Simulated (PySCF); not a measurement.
AlCl2, SMILES [Cl][Al][Cl], multiplicity 2.

Geometry: B3LYP-D3(BJ)/def2-TZVP. The multiplicity is an assumed one; other spin states were not compared. The isomer is the one that the SMILES or the coordinates give; other isomers of the formula were not compared.

These are TDA-ωB97X/def2-SVPD (PySCF 2.14.0) values and carry that method's errors.

Vertical excitations. The molecule is in vacuum.

Computed excitation energies, oscillator strengths and character:
```
state    energy (eV)  λ (nm)      f                              main pairs
-------  -----------  ------  -----  --------------------------------------
root 1          3.34     371  0.065                        α HOMO→LUMO 98 %
root 2          4.12     301  0.000                        β HOMO→LUMO 97 %
root 3          4.28     290  0.000                      β HOMO−1→LUMO 97 %
root 4          4.74     261  0.014                      β HOMO−3→LUMO 96 %
root 5          4.84     256  0.012                      β HOMO−2→LUMO 92 %
root 6          5.53     224  0.005  α HOMO→LUMO+3 10 %, β HOMO−4→LUMO 84 %
root 7          5.69     218  0.114  α HOMO→LUMO+2 74 %, α HOMO→LUMO+1 16 %
root 8          5.95     208  0.239   α HOMO→LUMO+3 80 %, β HOMO−4→LUMO 8 %
root 9          6.49     191  0.054  α HOMO→LUMO+1 75 %, α HOMO→LUMO+2 19 %
root 10         6.67     186  0.000  α HOMO−1→LUMO 63 %, β HOMO→LUMO+1 33 %
```
Unrestricted roots are not spin-pure.
